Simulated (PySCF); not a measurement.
Compound: 1,4-bis(dimethylsilyl)benzene, C₁₀H₁₈Si₂.
Bonds: C1–Si2, Si2–C3, Si2–C4, C4–C5 (aromatic), C5–C6 (aromatic), C6–C7 (aromatic), C7–Si8, Si8–C9, Si8–C10, C7–C11 (aromatic), C11–C12 (aromatic), C4–C12 (aromatic). Hydrogens: H13, H14, H15 on C1; H16 on Si2; H17, H18, H19 on C3; H20 on C5; H21 on C6; H22 on Si8; H23, H24, H25 on C9; H26, H27, H28 on C10; H29 on C11; H30 on C12.

NICS is the negative of the GIAO shielding at a point without a nucleus: at the ring centre (0) and 1 Å above and below it (1); zz is the component along the ring normal. Level: GIAO B3LYP/pcSseg-1 (PySCF, non-relativistic, gas phase) on the PBE0-D3(BJ)/def2-SVP geometry, one conformer.

Ring bond lengths (Å): C4–C5 1.405, C5–C6 1.391, C6–C7 1.405, C7–C11 1.401, C11–C12 1.395, C12–C4 1.401.

Problem. What do the NICS probes read (ppm)?

Solution. 
```json
{"ring": "C4–C5–C6–C7–C11–C12", "type": "6-membered carbocycle; formal bonds all aromatic", "NICS(0)": "-7.3", "NICS(1), two faces": "-11.1 / -11.0", "NICS(1)zz, two faces": "-26.7 / -27.4", "rms pucker (Å)": "0.00", "centre to ring atoms, mean (Å)": "1.40"}
```

Problem. What can be read from them?

Solution. 
- C4–C5–C6–C7–C11–C12: mean NICS(1)zz -27.0 ppm, shielded. The ring is flat and has no four-coordinate atom; by the NICS criterion it is aromatic.

Problem. How equal are the bonds by HOMA? HOMA = 1 − mean of α(R − Ropt)² over the ring bonds, with Krygowski's 1993 parameters (CC: Ropt 1.388 Å, α 257.7 Å⁻²).

Solution. 
- C4–C5–C6–C7–C11–C12: HOMA 0.96 = 1 − EN − GEO, with mean bond length 1.400 Å, EN = α(Ropt − mean)² = 0.035 and GEO = α × variance = 0.006. The geometric and the magnetic index point the same way.

Problem. What is the mean of the two in-plane components of NICS at the first NICS(1) probe listed for ring C4–C5–C6–C7–C11–C12, 1 Å off the ring?

Solution. The isotropic value is a third of the trace: (3 × -11.1 − (-26.7))/2 = -3.3 ppm.

Problem. What are the shieldings of the ring atoms and their hydrogens in the same run (means over atoms taken as equivalent)?

Solution. 
```
   atoms                  environment  σ isotropic (ppm)  principal values of the symmetric part, first atom (ppm)
 C4 (×2)  substituted aromatic carbon               34.9                                       -56.5, -23.8, 185.4
 C5 (×4)           aromatic CH carbon               39.8                                        -80.0, 32.2, 165.0
H20 (×4)            aromatic hydrogen              23.96                                          19.5, 22.5, 29.7
```

Problem. How do the values depend on the level or the medium?

Solution. 
| level | NICS(0), C4–C5–C6–C7–C11–C12 | mean NICS(1)zz, C4–C5–C6–C7–C11–C12 |
| --- | --- | --- |
| B3LYP/pcSseg-1, gas | -7.3 | -27.0 |
| PBE0/pcSseg-1, gas | -7.3 | -27.3 |

The geometry is the same throughout.

The values belong to the conformer `[CH3:1][SiH:2]([CH3:3])[c:4]1[cH:5][cH:6][c:7]([SiH:8]([CH3:9])[CH3:10])[cH:11][cH:12]1`: C1–Si2–C4–C5 56°, C6–C7–Si8–C9 -65°.
